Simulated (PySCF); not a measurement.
BeHF, SMILES [BeH][F]. Geometry optimised at PBE0-D3(BJ)/def2-TZVPD.

All values below come from PBE0-D3(BJ)/def2-TZVPD (PySCF).

Harmonic wavenumbers (cm⁻¹): 558, 558, 1187, 2192. Rotational constants (GHz): 30.74 (linear); symmetry number 1.

Question: Work out the zero-point energy and the ideal-gas rigid-rotor harmonic-oscillator thermochemistry at 298.15 K and 1 atm.

Answer: ZPE = ½ Σ hcν = ½ × 4494 cm⁻¹ = 6.42 kcal/mol. H − E(el) = 8.74 kcal/mol. Entropy in cal/(mol K): translation 36.03, rotation 12.54, vibration 1.10, total 49.67. G − E(el) = -6.07 kcal/mol. Cp = 9.42 cal/(mol K).
